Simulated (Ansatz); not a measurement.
`OCO[SiH2]S` + `CB(O)S` → `CB(O)SCO` + `O[SiH2]S`  (substitution at a C–O bond)

Isolated molecules relaxed with PBE0-D4/def2-TZVP in Ansatz; ΔE leaves out vibrations. CCSD(T)/CBS is the MP2 limit (def2-TZVPP, def2-QZVPP) plus CCSD(T) − MP2 in def2-TZVPP, frozen cores. Functionals use def2-TZVPP. B3LYP here is the variant with VWN-RPA as its local correlation; programs differ in this. Each species was taken in one conformer, which may not be the lowest.

`OCO[SiH2]S`:

```xyz
11

O    -1.013    0.105    1.355
C    -0.819   -0.982    0.500
O    -0.521   -0.586   -0.809
Si    0.611    0.566   -1.146
S     2.389    0.360    0.012
H    -1.829    0.551    1.106
H    -1.707   -1.619    0.442
H     0.017   -1.545    0.924
H     0.047    1.922   -0.945
H     0.997    0.351   -2.556
H     1.827    0.878    1.118
```

`CB(O)S`:

Cartesian coordinates in Å:
```
C -0.710 0.475 0.710
B 0.347 0.049 -0.362
O 0.974 1.009 -1.091
S 0.776 -1.699 -0.685
H -1.696 0.068 0.467
H -0.450 0.089 1.699
H -0.796 1.561 0.775
H 1.609 0.683 -1.735
H -0.052 -2.236 0.223
```

`CB(O)SCO`:

Z-matrix (Å, degrees):
```
C
B 1 1.569
H 1 1.092 2 110.3
H 1 1.096 2 110.1 3 -118.4
H 1 1.093 2 114.1 3 122.1
O 2 1.361 1 117.8 3 13.8
S 2 1.821 1 124.8 3 -167.3
H 6 0.961 2 114.5 1 178.5
C 7 1.823 2 103.6 1 2.6
O 9 1.392 7 114.3 2 91.5
H 9 1.090 7 106.0 2 -151.2
H 9 1.093 7 107.8 2 -34.7
H 10 0.961 9 108.7 7 -58.8
```

`O[SiH2]S`:

Cartesian coordinates in Å:
```
O -0.450 0.622 -1.292
Si -0.265 0.349 0.316
S 1.214 -1.122 0.763
H 0.342 0.807 -1.800
H 0.225 1.545 1.046
H -1.605 -0.067 0.779
H 0.539 -2.132 0.187
```

Question: Is it downhill or uphill in electronic energy at CCSD(T)/CBS, and by how much? (Estimate.)

Answer: Ansatz gave: Downhill: ΔE = -0.08 eV.

Question: What do these levels give: PBE-D4, PBE0-D4, ωB97M-V, B2PLYP, PBE, B3LYP, HF/def2-TZVPP, SCS-MP2/def2-TZVPP, MP2/def2-QZVPP, SCS-MP2/def2-QZVPP, HF/CBS(def2), CCSD/CBS(def2)? (Best estimate.)

Answer: Ansatz gave: PBE-D4 -0.11, PBE0-D4 -0.07, ωB97M-V -0.03, B2PLYP -0.04, PBE -0.11, B3LYP -0.03, HF/def2-TZVPP 0.12, SCS-MP2/def2-TZVPP -0.03, MP2/def2-QZVPP -0.12, SCS-MP2/def2-QZVPP -0.07, HF/CBS(def2) 0.11, CCSD/CBS(def2) -0.05 eV.

Largest T1 diagnostic among the species: 0.012.

In def2-TZVPP, CCSD(T) changes the Hartree–Fock value by −0.14 eV (the triples alone add −0.03 eV) and MP2 by −0.20 eV. From PBE to PBE0 (25 % exact exchange), in def2-TZVPP and without D4, ΔE moves by +0.04 eV.
